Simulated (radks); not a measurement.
The numbers below are computed, except where a source is named.
Ru4.5+, configuration [Ar] 3d10 4s2 4d(up 2.5, down 2.5) 4p(up 2.25, down 2.25) (fractional occupations, a model configuration). Level of theory: scalar-relativistic Kohn-Sham, PBE, spin-polarised, spherical densities, point nucleus (a radial shooting solver on a logarithmic mesh with Libxc functionals).

Normalised radial functions P(r) = r R(r), r in bohr:

r,4s
0.00169,0.0639
0.002501,0.0892
0.003731,0.1228
0.005521,0.1632
0.008171,0.2070
0.01209,0.2435
0.0179,0.2507
0.0267,0.1922
0.03951,0.0364
0.05848,-0.2050
0.08654,-0.4050
0.1281,-0.3194
0.1895,0.1663
0.2828,0.6344
0.4185,0.3149
0.6193,-0.6708
0.9166,-1.1757
1.356,-0.7370
2.024,-0.1841
2.995,-0.0159
4.432,-0.0003

4s: eigenvalue -137.97 eV, 3 radial nodes at r = 0.0422, 0.170, 0.479 bohr, <r> = 0.994 bohr, 90 % of the charge inside 1.44 bohr.
